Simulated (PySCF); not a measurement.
Species: C4H8OSSi.
Atom-mapped SMILES: `[CH2:1]=[CH:2][Si@@H:3]1[O:4][CH2:5][CH2:6][S:7]1`

NICS = −σ at a ghost point: NICS(0) at the centroid of the ring atoms, NICS(1) 1 Å to either side along the normal of their mean plane, zz for the tensor component along that normal. Level: GIAO PBE0/pcSseg-1 (PySCF, non-relativistic, gas phase) on the GFN2-xTB geometry, one conformer.

Ring bond lengths (Å), with Mayer bond orders in brackets: Si3–O4 1.630 (0.97), O4–C5 1.399 (0.89), C5–C6 1.521 (1.02), C6–S7 1.824 (0.99), S7–Si3 2.161 (0.94).

Task: What do the NICS probes read (ppm)?

Result: 
| ring | type | NICS(0) | NICS(1), two faces | NICS(1)zz, two faces | rms pucker (Å) | centre to ring atoms, mean (Å) |
| --- | --- | --- | --- | --- | --- | --- |
| Si3–O4–C5–C6–S7 | 5-membered ring with O, S and Si; formal bonds all single | -8.6 | -3.9 / -4.3 | -4.8 / -4.9 | 0.17 | 1.42 |

Task: What do they say, and how far can they be read as aromaticity?

Result: 
- Si3–O4–C5–C6–S7: mean NICS(1)zz -4.8 ppm, shielded. Si3, C5, C6 have four or more neighbours, so the value isn't read as a sign of a π ring current.

Task: At the second NICS(1) probe listed for ring Si3–O4–C5–C6–S7, 1 Å off the ring, how large is the induced field along the normal in 1 T applied along it?

Result: NICSzz × B0 = -4.9 ppm × 1 T = -5 μT, against the applied field.

Task: How shielded are the nuclei of the rings and their hydrogens (means over atoms taken as equivalent)?

Result: 
```json
{"atoms": "Si3", "environment": "oxygen-bound silicon", "σ isotropic (ppm)": "342.8", "principal values of the symmetric part, first atom (ppm)": "302.1, 334.4, 392.0"}
{"atoms": "O4", "environment": "silyl ether oxygen", "σ isotropic (ppm)": "292.7", "principal values of the symmetric part, first atom (ppm)": "240.5, 274.3, 363.4"}
{"atoms": "C5", "environment": "sp3 carbon bound to oxygen", "σ isotropic (ppm)": "116.2", "principal values of the symmetric part, first atom (ppm)": "79.8, 115.3, 153.7"}
{"atoms": "C6", "environment": "sp3 carbon bound to sulfur", "σ isotropic (ppm)": "150.7", "principal values of the symmetric part, first atom (ppm)": "120.4, 163.2, 168.4"}
{"atoms": "S7", "environment": "sulfur bonded to C and Si", "σ isotropic (ppm)": "652.5", "principal values of the symmetric part, first atom (ppm)": "538.4, 596.3, 822.7"}
{"atoms": "H on Si3", "environment": "Si–H hydrogen", "σ isotropic (ppm)": "26.05", "principal values of the symmetric part, first atom (ppm)": "22.3, 23.2, 32.6"}
{"atoms": "H on C5", "environment": "methylene hydrogen", "σ isotropic (ppm)": "27.21", "principal values of the symmetric part, first atom (ppm)": "22.0, 26.1, 33.5"}
{"atoms": "H on C5", "environment": "methylene hydrogen", "σ isotropic (ppm)": "27.96", "principal values of the symmetric part, first atom (ppm)": "22.4, 26.1, 35.4"}
{"atoms": "H on C6", "environment": "methylene hydrogen", "σ isotropic (ppm)": "29.00", "principal values of the symmetric part, first atom (ppm)": "23.2, 26.6, 37.2"}
{"atoms": "H on C6", "environment": "methylene hydrogen", "σ isotropic (ppm)": "28.66", "principal values of the symmetric part, first atom (ppm)": "23.0, 26.2, 36.8"}
```
